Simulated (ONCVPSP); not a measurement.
# How hard is this Ge ONCV potential?

germanium (Ge), optimised norm-conserving Vanderbilt (ONCV), made with ONCVPSP 4.0.1 (PBEsol, scalar-relativistic). Core [Ar], reference 3d10 4s2 4p1.5 (charge +0.5). Waves: 4s: rc 1.50 bohr, ncon 4, nbas 7, qcut 4.1 1/bohr, 2 projectors, debl 0.9 Ha; 4p: rc 2.25 bohr, ncon 5, nbas 9, qcut 3.2 1/bohr, 2 projectors, debl 1.3 Ha; 3d: rc 1.25 bohr, ncon 3, nbas 8, qcut 11.9 1/bohr, 2 projectors, debl 1.6 Ha. Local part: polynomial inside 0.90 bohr (lpopt 5, dvloc0 2 Ha). Core correction: polynomial model core, fcfact 0.15.

Problem. For each optimised wave give the share of its norm inside rc, the residual kinetic energy above qcut (Ha) and the cutoffs (Ha) for errors of 10, 1, 0.1 and 0.01 mHa per electron.

Solution.

```csv
wave,norm inside rc,residual KE,10 mHa,1 mHa,0.1 mHa,0.01 mHa
4s,0.231,1.1e-03,5.8,8.7,25.9,53.4
s projector 2,0.104,2.7e-03,5.8,20.0,67.1,79.0
4p,0.394,1.0e-03,1.9,5.0,38.6,49.9
p projector 2,0.122,2.2e-03,2.8,6.7,17.3,42.7
3d,0.902,1.6e-05,51.9,59.7,65.7,90.6
d projector 2,0.046,7.2e-06,44.9,55.5,63.3,70.3
```

The occupied waves need 60 Ha and 66 Ha for 1 and 0.1 mHa. Note: ghosts flagged at negative energy: s at -26.0 eV; GHOST(+) flagged for p at 101.8 eV. A true bound ghost makes a file unfit for plane-wave use.
